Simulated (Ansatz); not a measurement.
C$_{2}$H$_{4}$AlBS (`BS[C]1=[CH][AlH]1`), relaxed with RKS PBE-D4/def2-SVP in Ansatz from a rough embedded geometry. The force threshold is 0.03 eV/Å; the program also tests the step.

Total charge 0; spin multiplicity 1.

Start:

```xyz
9

B     1.241    1.654    0.277
S     1.056    0.783   -1.311
C    -0.197   -0.310   -0.623
C    -1.554   -0.542   -0.472
Al   -0.521   -1.901    0.148
H     2.071    1.267    1.128
H     0.610    2.602    0.570
H    -2.578   -0.184   -0.511
H    -0.128   -3.371    0.794
```

By how much does the energy fall, and how many steps does the optimiser take? (Estimate.)

Ansatz gave: 1.81 eV, in 20 steps.

Which bonds change most? (Best estimate.)

Ansatz gave: C3–Al5 from 1.797 to 1.887 Å; Al5–H9 from 1.653 to 1.582 Å; C4–Al5 from 1.816 to 1.883 Å; B1–S2 from 1.821 to 1.777 Å.

Give the relaxed structure. (An estimate is asked.)

Ansatz gave: 
```xyz
9

B     1.358    1.781    0.365
S    -0.136    1.499   -0.555
C    -0.510   -0.215   -0.289
C    -1.595   -0.937   -0.751
Al   -0.446   -2.012    0.284
H     1.877    0.879    0.988
H     1.795    2.913    0.322
H    -2.444   -0.603   -1.377
H     0.102   -3.305    1.013
```
